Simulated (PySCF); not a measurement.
Compound: C₅H₁₁ClSi₃.
Cartesian coordinates in Å at the GFN2-xTB level; atoms count from 1:
```
atom  x, y, z in Å
Si1    2.854    1.256   -0.562
C2     2.551   -0.595   -0.924
C3     1.162   -0.932   -0.722
C4     0.000   -1.179   -0.536
C5    -1.379   -1.454   -0.324
Si6   -2.711   -0.373   -1.138
C7    -2.151   -0.539    0.663
Si8   -1.190    0.783    1.588
Cl9   -2.555    1.890    2.603
H10    2.538    1.531    0.840
H11    4.265    1.547   -0.831
H12    2.003    2.061   -1.440
H13    2.833   -0.829   -1.955
H14    3.173   -1.213   -0.271
H15   -1.580   -2.515   -0.205
H16   -3.951   -1.025   -1.522
H17   -2.271    0.776   -1.905
H18   -2.828   -1.099    1.305
H19   -0.492    1.697    0.687
H20   -0.275    0.223    2.583
```

Definitions: NICS(0) = −σiso at the ring centroid; NICS(1) = −σiso and NICS(1)zz = −σzz at ±1 Å along the ring normal z. Level: GIAO PBE0/pcSseg-1 (PySCF, non-relativistic, gas phase) on the GFN2-xTB geometry, one conformer.

Ring bond lengths (Å), with Mayer bond orders in brackets: C5–Si6 1.898 (0.86), Si6–C7 1.894 (0.92), C7–C5 1.551 (0.85).

Problem. Give the NICS values of each ring in ppm.

Solution. 
```tsv
ring	type	NICS(0)	NICS(1), two faces	NICS(1)zz, two faces	rms pucker (Å)	centre to ring atoms, mean (Å)
C5–Si6–C7	3-membered ring with Si; formal bonds all single	-28.6	-9.1 / -7.3	-19.0 / -15.1	0.00	1.03
```

Problem. What can be read from them?

Solution. 
- C5–Si6–C7: mean NICS(1)zz -17.0 ppm, shielded. C5, Si6, C7 have four or more neighbours, so the value isn't read as a sign of a π ring current. The two faces differ by 3.9 ppm, so no symmetry operation interchanges them. NICS(0) lies 20 ppm below the mean NICS(1).
